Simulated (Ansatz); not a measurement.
Species: tribromo(chloro)methane, CBr$_{3}$Cl, net charge 0, singlet state. 
Geometry from a B3LYP-D3(BJ)/def2-TZVP (Ansatz, an electronic-structure program) optimisation:
```xyz
5

Cl    -1.0768     0.2920     1.7453
C     -0.1586     0.0430     0.2570
Br    -1.2041    -1.0509    -0.9858
Br     0.2307     1.7733    -0.5731
Br     1.5236    -0.8716     0.6672
```
Charge 0, spin multiplicity 1.

Computed values are from Ansatz. Correlated levels leave the core frozen unless marked. Open shells are spin-unrestricted. No spin-orbit coupling. The frozen core is the preceding noble-gas configuration, with the filled d and f shells of earlier blocks. Non-relativistic. CBS(X,Y): correlation extrapolated as X^-3; Hartree-Fock from the larger set. [CCSD(T)-MP2]/basis is that difference in the basis named.

What is the T1 diagnostic at CCSD/def2-QZVPPD?

0.011.

What is the atomisation energy De at CCSD(T)/CBS(def2-TZVPPD,def2-QZVPPD)?

1149.8 kJ/mol.

What is the vertical electron affinity (to the doublet; negative means unbound) at RI-MP2/CBS(def2-TZVPPD,def2-QZVPPD)+[CCSD(T)-MP2]/def2-TZVPPD?

0.84 eV.

What is the total energy at CCSD(T)/CBS(def2-TZVPPD,def2-QZVPPD)?

-8215.8371 Eh.

What is the dipole moment at CCSD(T)/def2-SVPD?

0.14 D.
